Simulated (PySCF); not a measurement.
## Levels of I²²⁺ from EOM-EA-GCCSD

Reference: closed-shell I²³⁺, [Ar] 3d10 4s2; one electron is added. Calculated with PySCF 2.14, two-component X2C-1e with screened spin-orbit coupling, an even-tempered Gaussian basis (20 s from 0.68 bohr⁻², ratio 2.6; 15 p from 0.88 bohr⁻², ratio 2.6; 10 d from 0.88 bohr⁻², ratio 2.6; 6 f from 0.9 bohr⁻², ratio 2.8); frozen [Ar]; the 94 highest virtual spinors dropped; of the others 70 kept and the rest restored at second order. No Breit or QED terms. Binding energies in eV.

| level | Koopmans | second order | EOM-CCSD |
| --- | --- | --- | --- |
| 4p1/2 | 682.92 | 684.49 | 684.29 |
| 4p3/2 | 667.00 | 668.62 | 668.50 |

For comparison, the ionisation energy of I²²⁺ is 683 ± 4 eV (theoretical estimate listed by NIST; NIST Atomic Spectra Database, ionization energies).
